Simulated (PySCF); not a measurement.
Ranking problems on computed properties.

Each SMILES stands for a single optimised conformer of the isolated species, non-relativistic unless stated; the electronic structure was computed with PySCF and density fitting.

The conformers computed, where there is a choice (atom-mapped SMILES and torsion angles):
- `[CH3:1][S:2][CH2:3][SiH2:4][C:5]([CH3:6])([CH3:7])[F:8]`: C1–S2–C3–Si4 80°, S2–C3–Si4–C5 92°, C3–Si4–C5–C6 -56°
- `[CH3:1][CH2:2][S:3][CH2:4][C@H:5]([CH3:6])[SiH2:7][F:8]`: C1–C2–S3–C4 -65°, C2–S3–C4–C5 -71°, S3–C4–C5–C6 -65°, C4–C5–Si7–F8 -54°
- `[CH3:1][S:2][Si@@H:3]([F:4])[C:5]([CH3:6])([CH3:7])[CH3:8]`: C1–S2–Si3–F4 46°, S2–Si3–C5–C6 180°
- `[CH3:1][SiH2:2][CH2:3][C@@H:4]([CH3:5])[S:6][CH2:7][F:8]`: C1–Si2–C3–C4 166°, Si2–C3–C4–C5 67°, C3–C4–S6–C7 151°, C4–S6–C7–F8 -68°
- `[Cl:1][CH2:2][SiH2:3][SiH2:4][c:5]1[cH:6][cH:7][cH:8][cH:9][n:10]1`: Cl1–C2–Si3–Si4 -175°, C2–Si3–Si4–C5 -42°, Si3–Si4–C5–C6 168°
- `[N:1]#[C:2][Si@@H:3]([CH:4]=[O:5])/[CH:6]=[CH:7]\[C:8]([NH2:9])=[O:10]`: C2–Si3–C4–O5 134°, C2–Si3–C6–C7 -160°, C6–C7–C8–N9 172°, H–N9–C8–C7 -173°, H–N9–C8–C7 -13°
- `[CH3:1][S:2][Si:3]([CH3:4])([CH3:5])[CH2:6][CH2:7][F:8]`: C1–S2–Si3–C4 56°, S2–Si3–C6–C7 -159°, Si3–C6–C7–F8 -55°
- `[CH3:1][CH2:2][CH2:3][S:4][Si@H:5]([CH3:6])[CH2:7][F:8]`: C1–C2–C3–S4 -177°, C2–C3–S4–Si5 -67°, C3–S4–Si5–C6 -44°, S4–Si5–C7–F8 -174°

(1) Rank by HOMO–LUMO gap, highest first (PBE0/pcSseg-1 at GFN2-xTB geometries).
A. `C#C[Si@@H]1C=C(C#CC)[SiH2]O1`
B. `CCSC[C@H](C)[SiH2]F`
C. `CS[Si@@H](F)C(C)(C)C`
D. `C[SiH2]C[C@@H](C)SCF`
E. `CSC[SiH2]C(C)(C)F`

(2) By how much do the two ends of that ranking differ?

(3) Rank by HOMO energy, lowest first (PBE0/pcSseg-1 at GFN2-xTB geometries).
A. `ClC[SiH2][SiH2]C1=CC=CC=N1`
B. `C(F)C[Si](C)(SC)C`
C. `CSC[SiH2]C(C)(C)F`
D. `CS[Si@@H](F)C(C)(C)C`
E. `CCSC[C@H](C)[SiH2]F`
F. `N#C[Si@@H](C=O)/C=C\C(N)=O`

(4) By how much do the two ends of that ranking differ?

(5) Rank by smallest rotational constant, lowest first (GFN2-xTB).
A. `CS[Si@@H](F)C(C)(C)C`
B. `C[SiH2]C[C@@H](C)SCF`
C. `N#C[Si@@H](C=O)/C=C\C(N)=O`
D. `CCSC[C@H](C)[SiH2]F`
E. `C#C[Si@@H]1C=C(C#CC)[SiH2]O1`

(6) Rank by dipole moment, highest first (PBE0/pcSseg-1 at GFN2-xTB geometries).
A. `C#C[Si@@H]1C=C(C#CC)[SiH2]O1`
B. `CS[Si@@H](F)C(C)(C)C`
C. `CCCS[Si@H](C)CF`
D. `N#C[Si@@H](C=O)/C=C\C(N)=O`
E. `FC(C)([SiH2]CSC)C`
F. `S([Si](C)(CCF)C)C`

Answers

(1) D (7.42 eV), C (7.27 eV), E (7.00 eV), B (6.57 eV), A (5.64 eV).

(2) By 1.78 eV, between `C[SiH2]C[C@@H](C)SCF` and `C#C[Si@@H]1C=C(C#CC)[SiH2]O1`.

(3) A (-7.53 eV), F (-7.15 eV), D (-7.03 eV), B (-6.54 eV), E (-6.38 eV), C (-6.25 eV).

(4) By 1.28 eV, between `CSC[SiH2]C(C)(C)F` and `ClC[SiH2][SiH2]c1ccccn1`.

(5) E (0.428 GHz), B (0.536 GHz), D (0.621 GHz), C (0.741 GHz), A (0.794 GHz).

(6) D (7.42 D), C (2.42 D), A (2.26 D), E (2.01 D), F (1.46 D), B (0.80 D).
